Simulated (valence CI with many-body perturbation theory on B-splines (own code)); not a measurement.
## Level structure of Ho36+

Method: valence CI with perturbative core correlation (CI+MBPT): three valence electrons over a frozen Dirac-Fock core [Ar] 3d10, radial functions for each j: 11 s, 11 p, 9 d, 7 f, 5 g, 2 h, 1 i, with the one-electron correlation potential Σ1, the two-electron term Σ2, the three-electron term Σ3, Breit, model QED; selected CI, second order for the rest (own B-spline code, finite nucleus).

No measured spectrum was set against this ion. As an estimate, large intervals hold to a few tenths of a per cent, small ones and those within an open d or f shell to about a per cent.

Levels 46 to 67 of 67, with energies above the lowest level, (4s^2 4p1/2) J=1/2. "Leading %" is the weight of the configuration and term that name the level; weights of strongly mixed levels are sums over their largest components and can fall short. In the jj column 3d3/2^4 stands for four electrons in 3d with j = 3/2. Lifetimes count E1, E2, E3, M1 and M2 decay at the calculated energies, and are blank where another channel may lead or the interval is too uncertain; long ones can be off by a factor of two.

| No. | Configuration | Term | J | E (eV) | Leading % | Leading jj | Lifetime | g |
| --- | --- | --- | --- | --- | --- | --- | --- | --- |
| 46 | 4p2 4d | 2G | 7/2 | 400.76 | 42 | 4p1/2 4p3/2 4d3/2 (83 %) | 12.6 ps | 1.031 |
| 47 | 4p2 4d | 4F | 3/2 | 401.44 | 38 | 4p1/2 4p3/2 4d3/2 (96 %) | 3.68 ps | 0.935 |
| 48 | 4p2 4d | 4D | 1/2 | 402.04 | 82 | 4p1/2 4p3/2 4d3/2 (99 %) | 3.76 ps | 0.150 |
| 49 | 4p2 4d | 4D | 7/2 | 410.38 | 35 | 4p1/2 4p3/2 4d5/2 (81 %) | 13.5 ps | 1.300 |
| 50 | 4p2 4d | 2F | 5/2 | 412.20 | 25 | 4p1/2 4p3/2 4d3/2 (63 %) | 1.68 ps | 1.102 |
| 51 | 4p2 4d | 2D | 3/2 | 414.46 | 42 | 4p1/2 4p3/2 4d3/2 (73 %) | 1.39 ps | 1.077 |
| 52 | 4p2 4d | 2G | 9/2 | 414.75 | 52 | 4p1/2 4p3/2 4d5/2 (87 %) | 13.4 ps | 1.198 |
| 53 | 4s 4p 4f | 4G | 5/2 | 417.21 | 36 | 4s 4p1/2 4f5/2 (52 %) | 2.70 ps | 0.945 |
| 54 | 4p2 4d | 4P | 1/2 | 417.30 | 40 | 4p1/2 4p3/2 4d3/2 (93 %) | 1.19 ps | 1.837 |
| 55 | 4p2 4d | 2F | 7/2 | 418.97 | 32 | 4p1/2 4p3/2 4d5/2 (56 %) | 4.05 ps | 1.111 |
| 56 | 4p2 4d | 2P | 3/2 | 419.26 | 47 | 4p1/2 4p3/2 4d5/2 (74 %) | 1.95 ps | 1.467 |
| 57 | 4s 4p 4f | 4G | 5/2 | 419.75 | 31 | 4p1/2 4p3/2 4d5/2 (44 %) | 2.82 ps | 0.943 |
| 58 | 4s 4p 4f | 4G | 7/2 | 421.55 | 54 | 4s 4p1/2 4f5/2 (54 %) | 2.97 ps | 1.053 |
| 59 | 4p2 4d | 2D | 5/2 | 421.64 | 43 | 4p1/2 4p3/2 4d5/2 (71 %) | 2.37 ps | 1.228 |
| 60 | 4s 4p 4f | 4F | 3/2 | 424.51 | 56 | 4s 4p1/2 4f5/2 (89 %) | 3.46 ps | 0.602 |
| 61 | 4s 4p 4f | 4F | 5/2 | 425.36 | 34 | 4s 4p1/2 4f5/2 (53 %) | 2.97 ps | 1.111 |
| 62 | 4s 4p 4f | 4G | 9/2 | 426.13 | 33 | 4s 4p1/2 4f7/2 (83 %) | 4.61 ps | 1.195 |
| 63 | 4s 4p 4f | 4D | 7/2 | 426.74 | 45 | 4s 4p1/2 4f7/2 (75 %) | 2.58 ps | 1.280 |
| 64 | 4p2 4d | 2D | 3/2 | 431.12 | 66 | 4p1/2 4p3/2 4d5/2 (89 %) | 2.45 ps | 0.890 |
| 65 | 4p2 4d | 2P | 1/2 | 431.93 | 62 | 4p1/2 4p3/2 4d5/2 (92 %) | 2.14 ps | 1.084 |
| 66 | 4s 4p 4f | 2G | 7/2 | 437.69 | 37 | 4s 4p1/2 4f7/2 (35 %) | 2.40 ps | 0.978 |
| 67 | 4s 4p 4f | 2D | 5/2 | 441.78 | 20 | 4s 4p1/2 4f7/2 (30 %) | 1.41 ps | 1.044 |
